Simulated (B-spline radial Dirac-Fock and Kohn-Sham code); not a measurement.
X-ray form factors of rhenium in several charge states

These are calculated numbers from a radial atomic solver; the model is Dirac-Fock orbitals of the configuration average with a finite nucleus.

Configurations: Re⁵³⁺ [Ar] 3d4; Re⁵⁴⁺ [Ar] 3d3; Re⁵⁵⁺ [Ar] 3d2; Re⁵⁷⁺ [Ne] 3s2 3p6; Re⁵⁹⁺ [Ne] 3s2 3p4; Re⁶⁰⁺ [Ne] 3s2 3p3. The first column is f₀ of Re⁵³⁺, the others are differences from it.

```
s (Å⁻¹)   Re⁵³⁺  Δ Re⁵⁴⁺  Δ Re⁵⁵⁺  Δ Re⁵⁷⁺  Δ Re⁵⁹⁺  Δ Re⁶⁰⁺
      0  22.000   -1.000   -2.000   -4.000   -6.000   -7.000
   0.05  21.991   -0.999   -1.999   -3.997   -5.996   -6.995
    0.1  21.964   -0.997   -1.995   -3.990   -5.984   -6.981
   0.15  21.918   -0.994   -1.988   -3.977   -5.963   -6.957
    0.2  21.855   -0.989   -1.979   -3.959   -5.935   -6.924
   0.25  21.774   -0.983   -1.967   -3.936   -5.899   -6.881
    0.3  21.676   -0.976   -1.953   -3.908   -5.855   -6.829
   0.35  21.560   -0.967   -1.936   -3.875   -5.803   -6.769
    0.4  21.428   -0.958   -1.916   -3.837   -5.744   -6.699
   0.45  21.280   -0.947   -1.895   -3.795   -5.678   -6.622
    0.5  21.116   -0.935   -1.871   -3.749   -5.605   -6.536
    0.6  20.744   -0.907   -1.817   -3.643   -5.440   -6.341
    0.7  20.316   -0.876   -1.755   -3.523   -5.251   -6.118
    0.8  19.838   -0.841   -1.686   -3.389   -5.040   -5.870
    0.9  19.317   -0.803   -1.612   -3.243   -4.812   -5.601
      1  18.759   -0.763   -1.532   -3.087   -4.568   -5.315
    1.1  18.170   -0.721   -1.449   -2.924   -4.313   -5.014
    1.2  17.557   -0.678   -1.363   -2.755   -4.049   -4.703
    1.4  16.286   -0.589   -1.187   -2.409   -3.508   -4.067
    1.6  14.997   -0.501   -1.011   -2.062   -2.969   -3.433
```
